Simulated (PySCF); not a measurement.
**N(2+): ionisation energy**

N(2+) [He] 2s2 2p1 (2P) → N(3+) [He] 2s2 (1S), as a difference of total energies. Calculation: PySCF 2.14, in aug-cc-pwCVQZ; no relativity, point nucleus. Correlated levels: valence: 1s2 frozen; valence and next inner shell: nothing frozen. The calculations carry no spin-orbit coupling.

```json
{"method": "UHF", "ionisation energy (eV)": "47.296"}
{"method": "LDA", "ionisation energy (eV)": "47.867"}
{"method": "PBE", "ionisation energy (eV)": "48.021"}
{"method": "PBE0", "ionisation energy (eV)": "48.004"}
{"method": "M06-L", "ionisation energy (eV)": "48.144"}
{"method": "LC-wPBE", "ionisation energy (eV)": "48.177"}
{"method": "MP2 (valence)", "ionisation energy (eV)": "47.534"}
{"method": "SCS-MP2 (valence)", "ionisation energy (eV)": "47.484"}
{"method": "MP2 (valence and next inner shell)", "ionisation energy (eV)": "47.608"}
{"method": "SCS-MP2 (valence and next inner shell)", "ionisation energy (eV)": "47.540"}
```

Question: Estimate what B97-3 gives.

Answer: 48.021 eV, closest to PBE among the rows shown.

Question: Estimate what r2SCAN gives.

Answer: 48.223 eV, closest to LC-wPBE among the rows shown.

A first-order spin-orbit estimate (lowest level to lowest level, LS coupling) adds 0.014 eV.

Errors of the correlated levels include the incompleteness of this basis and the frozen core.

For comparison: 47.445 eV (semi-empirical (NIST evaluation); NIST Atomic Spectra Database, ionization energies).
